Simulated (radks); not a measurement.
The numbers below are computed, except where a source is named.
Species: O2-. Configuration: [Ne]. Code: a radial shooting solver on a logarithmic mesh with Libxc functionals. Model: non-relativistic Kohn-Sham, LDA (Slater exchange, VWN5 correlation), spin-polarised, spherical densities, point nucleus; Watson sphere of charge +1.56 and radius 3.72 bohr.

Normalised radial functions P(r) = r R(r), r in bohr:

| r | 1s | 2s |
|---|---|---|
| 0.01119 | 0.4386 | 0.0993 |
| 0.014 | 0.5366 | 0.1214 |
| 0.01765 | 0.6572 | 0.1486 |
| 0.02208 | 0.7937 | 0.1792 |
| 0.02785 | 0.9561 | 0.2155 |
| 0.03512 | 1.1382 | 0.2557 |
| 0.04394 | 1.3279 | 0.2968 |
| 0.05541 | 1.5296 | 0.3391 |
| 0.06932 | 1.7154 | 0.3751 |
| 0.08743 | 1.8778 | 0.4008 |
| 0.1103 | 1.9833 | 0.4053 |
| 0.1379 | 2.0046 | 0.3790 |
| 0.174 | 1.9202 | 0.3084 |
| 0.2176 | 1.7269 | 0.1895 |
| 0.2745 | 1.4242 | 0.0109 |
| 0.3461 | 1.0584 | -0.2154 |
| 0.433 | 0.7032 | -0.4563 |
| 0.5461 | 0.3938 | -0.6902 |
| 0.6832 | 0.1867 | -0.8567 |
| 0.8616 | 0.0679 | -0.9290 |
| 1.087 | 0.0183 | -0.8854 |
| 1.359 | 0.0036 | -0.7519 |
| 1.714 | 0.0004 | -0.5631 |
| 2.145 | 0.0000 | -0.3787 |
| 2.705 | 0.0000 | -0.2211 |
| 3.411 | 0.0000 | -0.1118 |
| 4.268 | 0.0000 | -0.0482 |
| 5.382 | 0.0000 | -0.0155 |
| 6.733 | 0.0000 | -0.0038 |
| 8.491 | 0.0000 | -0.0006 |

1s: eigenvalue -500.24 eV, 0 radial nodes, <r> = 0.201 bohr, 90 % of the charge inside 0.360 bohr. 2s: eigenvalue -14.770 eV, 1 radial node at r = 0.278 bohr, <r> = 1.21 bohr, 90 % of the charge inside 1.99 bohr.
